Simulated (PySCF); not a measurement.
A GIAO shielding run with PySCF (density fitting, non-relativistic, gas phase) on `C=CC[SiH2]C1C=C1`, C$_{6}$H$_{10}$Si:

```
$ OMP_NUM_THREADS=1 python probes_run.py task.json out

{"job": {"kind": "nmr", "xc": "PBE0", "basis": "pcSseg-1"}, "charge": 0, "multiplicity": 1}
C      2.311244     1.000120     0.708649
C      2.024002    -0.257861     0.423579
C      1.242425    -0.703578    -0.758580
Si    -0.530594    -1.219301    -0.252871
C     -1.390598     0.262572     0.535782
C     -2.271460     1.197010    -0.268114
C     -2.896216     0.408468     0.543636
H      2.007537     1.809416     0.064310
H      2.863026     1.276364     1.591091
H      2.341420    -1.048392     1.091999
H      1.736298    -1.556743    -1.224650
H      1.194829     0.097484    -1.496799
H     -1.263831    -1.645398    -1.451399
H     -0.457070    -2.334531     0.701056
H     -0.860633     0.712631     1.378328
H     -2.265208     1.967110    -0.998757
H     -3.792169     0.046660     0.982667
```

Hardware: 1 thread of an Arm Neoverse N1, shared host. The job also computes population analyses, field gradients, ring-centre shieldings.

Task: How large is the calculation?

Result: 60 electrons, 176 basis functions and 931 auxiliary functions.

Task: How long does it take, and how much memory does it need?

Result: 44 s of wall time, with 14 SCF cycles and 5 response iterations; peak memory 0.74 GiB. Times on a shared host scatter by some tens of per cent.
